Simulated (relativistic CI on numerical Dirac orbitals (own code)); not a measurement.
Calculated levels, Si²⁺

Method of calculation: Dirac-Coulomb-Breit CI, KLI orbitals optimised for each configuration, model QED (radiative potential, 1s self-energy scaled to tabulated hydrogen-like ionisation energies), valence Slater integrals scaled by 0.85, P86 correlation energy added to each configuration (own radial code, finite nucleus).

Configurations in the expansion (outside the closed core [Ne]): 3s2, 3s 3p, 3p2, 3s 3d, 3d2, 3s 4s, 3p 3d, 3p 4s, 3s 4p, 3s 4d, 3s 5s, 3s 4f, 3s 5p, 3d 4s, 3s 5d, 3s 5f, 3s 6s, 3s 5g, 4s2, 3s 6p, 3s 6d. Levels of other configurations are missing.

| No. | Configuration | Term | J | E (cm⁻¹) | % | Landé g | Lifetime (s) | jj configuration (%) |
| --- | --- | --- | --- | --- | --- | --- | --- | --- |
| 1 | 3s2 | 1S | 0 | 0.0 | 96 |  |  | closed (96) |
| 2 | 3s 3p | 3P° | 0 | 50994.3 | 99 |  |  | 3s 3p1/2 (99) |
| 3 | 3s 3p | 3P° | 1 | 51116.2 | 99 | 1.501 | 6.70e-05 | 3s 3p1/2 (67) |
| 4 | 3s 3p | 3P° | 2 | 51365.3 | 99 | 1.501 | 8.91e+01 | 3s 3p3/2 (99) |
| 5 | 3s 3p | 1P° | 1 | 80526.9 | 95 | 1.000 | 4.08e-10 | 3s 3p3/2 (64) |
| 6 | 3p2 | 1D | 2 | 121623.3 | 68 | 1.000 | 2.49e-08 | 3p1/2 3p3/2 (47) |
| 7 | 3p2 | 3P | 0 | 128060.6 | 99 |  | 4.42e-10 | 3p1/2^2 (67) |
| 8 | 3p2 | 3P | 1 | 128188.3 | 99 | 1.501 | 4.41e-10 | 3p1/2 3p3/2 (99) |
| 9 | 3p2 | 3P | 2 | 128436.3 | 99 | 1.501 | 4.39e-10 | 3p3/2^2 (68) |
| 10 | 3s 3d | 3D | 3 | 142580.4 | 100 | 1.334 | 3.34e-10 | 3s 3d5/2 (100) |
| 11 | 3s 3d | 3D | 2 | 142584.6 | 100 | 1.167 | 3.33e-10 | 3s 3d3/2 (60) |
| 12 | 3s 3d | 3D | 1 | 142588.2 | 100 | 0.499 | 3.31e-10 | 3s 3d3/2 (100) |
| 13 | 3p2 | 1S | 0 | 152137.1 | 90 |  | 3.81e-10 | 3p3/2^2 (61) |
| 14 | 3s 4s | 3S | 1 | 153570.2 | 100 | 2.002 | 3.69e-10 | 3s 4s (100) |
| 15 | 3s 4s | 1S | 0 | 159971.2 | 97 |  | 7.10e-10 | 3s 4s (97) |
| 16 | 3s 3d | 1D | 2 | 165617.8 | 65 | 1.000 | 1.99e-10 | 3s 3d5/2 (39) |
| 17 | 3s 4p | 3P° | 0 | 175032.0 | 99 |  | 3.04e-09 | 3s 4p1/2 (99) |
| 18 | 3s 4p | 3P° | 1 | 175065.7 | 99 | 1.501 | 3.03e-09 | 3s 4p1/2 (69) |
| 19 | 3s 4p | 3P° | 2 | 175137.3 | 99 | 1.501 | 3.01e-09 | 3s 4p3/2 (99) |
| 20 | 3s 4p | 1P° | 1 | 176951.0 | 95 | 1.000 | 1.90e-09 | 3s 4p3/2 (66) |
| 21 | 3p 3d | 3F° | 2 | 199153.7 | 84 | 0.666 | 2.35e-08 | 3p1/2 3d3/2 (65) |
| 22 | 3p 3d | 3F° | 3 | 199265.5 | 84 | 1.083 | 2.51e-08 | 3p3/2 3d3/2 (44) |
| 23 | 3p 3d | 3F° | 4 | 199413.4 | 84 | 1.251 | 2.66e-08 | 3p3/2 3d5/2 (84) |
| 24 | 3s 4d | 3D | 3 | 201629.1 | 100 | 1.334 | 2.08e-09 | 3s 4d5/2 (100) |
| 25 | 3s 4d | 3D | 2 | 201631.0 | 100 | 1.167 | 2.06e-09 | 3s 4d3/2 (60) |
| 26 | 3s 4d | 3D | 1 | 201632.6 | 100 | 0.499 | 2.05e-09 | 3s 4d3/2 (100) |
| 27 | 3p 3d | 1D° | 2 | 203685.5 | 100 | 1.000 | 4.07e-10 | 3p3/2 3d5/2 (46) |
| 28 | 3s 4d | 1D | 2 | 206015.6 | 93 | 1.000 | 8.11e-10 | 3s 4d5/2 (56) |
| 29 | 3s 5s | 3S | 1 | 206474.0 | 100 | 2.002 | 6.33e-10 | 3s 5s (100) |
| 30 | 3s 4f | 1F° | 3 | 207468.8 | 89 | 1.000 | 5.01e-10 | 3s 4f7/2 (50) |
| 31 | 3s 5s | 1S | 0 | 208804.0 | 99 |  | 6.80e-10 | 3s 5s (99) |
| 32 | 3s 4f | 3F° | 2 | 211662.8 | 85 | 0.666 | 3.71e-10 | 3s 4f5/2 (85) |
| 33 | 3s 4f | 3F° | 3 | 211680.1 | 85 | 1.084 | 3.70e-10 | 3s 4f5/2 (48) |
| 34 | 3s 4f | 3F° | 4 | 211705.3 | 85 | 1.251 | 3.69e-10 | 3s 4f7/2 (85) |
| 35 | 3p 3d | 3P° | 2 | 214107.1 | 83 | 1.498 | 3.49e-10 | 3p1/2 3d5/2 (47) |
| 36 | 3p 3d | 3P° | 1 | 214213.2 | 81 | 1.495 | 3.65e-10 | 3p3/2 3d3/2 (37) |
| 37 | 3p 3d | 3P° | 0 | 214272.0 | 79 |  | 3.78e-10 | 3p3/2 3d3/2 (79) |
| 38 | 3s 5p | 1P° | 1 | 214956.5 | 88 | 1.000 | 8.76e-10 | 3s 5p3/2 (58) |
| 39 | 3p 3d | 3D° | 1 | 215585.3 | 95 | 0.549 | 2.00e-10 | 3p1/2 3d3/2 (49) |
| 40 | 3p 3d | 3D° | 2 | 215626.0 | 90 | 1.200 | 2.10e-10 | 3p3/2 3d3/2 (47) |
| 41 | 3p 3d | 3D° | 3 | 215693.6 | 100 | 1.334 | 1.91e-10 | 3p3/2 3d5/2 (71) |
| 42 | 3s 5p | 3P° | 0 | 215813.3 | 78 |  | 6.89e-10 | 3s 5p1/2 (78) |
| 43 | 3s 5p | 3P° | 1 | 215823.1 | 75 | 1.456 | 6.29e-10 | 3s 5p1/2 (50) |
| 44 | 3s 5p | 3P° | 2 | 215834.7 | 74 | 1.471 | 5.99e-10 | 3s 5p3/2 (74) |
| 45 | 3p 4s | 3P° | 0 | 225658.3 | 97 |  | 3.56e-10 | 3p1/2 4s (97) |

Energies count from the lowest computed level; ° marks odd parity; lifetimes are radiative, by E1, M1, E2, M2, E3 decay to levels of this space only; some are left blank where a channel outside the calculation adds to the decay or the decay crosses a small, uncertain gap. Filled j subshells are mostly left out of the jj labels.

The mean weight of the leading LS term, summed over parents, in these 45 levels is 92 %, and that of the leading jj configuration (from the same eigenvectors) 73 %, so LS coupling describes them better.

Correlation outside the listed configurations is missing or only estimated: errors of thousands of cm⁻¹ between configurations and terms are usual at this charge. Rates and lifetimes follow the computed energies and can be off by large factors. The fine structure of a lone outer electron comes out too small, for d and f at times inverted, and misplaced configurations move strength between like terms. 65 of the 68 excited levels that our extract of the measured tables holds in this range could be paired (the sources list more); they are missed by 1175 cm⁻¹ on average and 2641 at most, and levels without a partner can miss by more.
